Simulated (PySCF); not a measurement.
Species: 4-fluorostyrene, C8H7F.
SMILES with atom numbers: `[CH2:1]=[CH:2][c:3]1[cH:4][cH:5][c:6]([F:7])[cH:8][cH:9]1`

Geometry (GFN2-xTB, Å), atoms numbered from 1 in this order:
```
atom  x, y, z in Å
C1     2.1949   -1.8104    0.3185
C2     1.7741   -0.6945   -0.2650
C3     0.4578   -0.0805   -0.1340
C4     0.1933    1.1004   -0.8319
C5    -1.0349    1.7263   -0.7476
C6    -2.0139    1.1594    0.0475
F7    -3.2189    1.7618    0.1373
C8    -1.7904   -0.0094    0.7534
C9    -0.5569   -0.6217    0.6579
H10    3.1915   -2.1826    0.1545
H11    1.5782   -2.3982    0.9764
H12    2.4549   -0.1574   -0.9143
H13    0.9652    1.5341   -1.4508
H14   -1.2420    2.6384   -1.2853
H15   -2.5772   -0.4241    1.3639
H16   -0.3831   -1.5326    1.2080
```

NICS = −σ at a ghost point: NICS(0) at the centroid of the ring atoms, NICS(1) 1 Å to either side along the normal of their mean plane, zz for the tensor component along that normal. Level: GIAO PBE0/pcSseg-1 (PySCF, non-relativistic, gas phase) on the GFN2-xTB geometry, one conformer.

Ring bond lengths (Å), with Mayer bond orders in brackets: C3–C4 1.397 (1.37), C4–C5 1.381 (1.43), C5–C6 1.383 (1.43), C6–C8 1.384 (1.41), C8–C9 1.380 (1.45), C9–C3 1.396 (1.39).

Task: What do the NICS probes read (ppm)?

Result: 
| ring | type | NICS(0) | NICS(1), two faces | NICS(1)zz, two faces | rms pucker (Å) | centre to ring atoms, mean (Å) |
| --- | --- | --- | --- | --- | --- | --- |
| C3–C4–C5–C6–C8–C9 | 6-membered carbocycle; formal bonds all aromatic | -9.3 | -10.8 / -10.8 | -25.9 / -25.9 | 0.00 | 1.39 |

Task: What do they say, and how far can they be read as aromaticity?

Result: 
- C3–C4–C5–C6–C8–C9: mean NICS(1)zz -25.9 ppm, shielded, aromatic by this magnetic criterion (flat ring, no four-coordinate atom).

Task: And the bond-length index? HOMA takes Krygowski's 1993 parameters.

Result: 
- C3–C4–C5–C6–C8–C9: HOMA 0.99 = 1 − EN − GEO, with mean bond length 1.387 Å, EN = α(Ropt − mean)² = 0.000 and GEO = α × variance = 0.013. The geometric and the magnetic index point the same way.

Task: How shielded are the nuclei of the rings and their hydrogens (means over atoms taken as equivalent)?

Result: 
```tsv
atoms	environment	σ isotropic (ppm)
C3	substituted aromatic carbon	49.4
C4 (×2)	aromatic CH carbon	53.3
C5 (×2)	aromatic CH carbon	65.5
C6	aromatic C–F carbon	14.1
H13 (×2)	aromatic hydrogen	23.98
H14 (×2)	aromatic hydrogen	24.40
```

Hardware: one thread, Intel Xeon Platinum 8488C (x86_64), shared host with 192 logical CPUs at a one-minute load of 65. Cost: 29 s wall, 0.83 GiB resident at most. This is the whole shielding run at PBE0/pcSseg-1, SCF included.
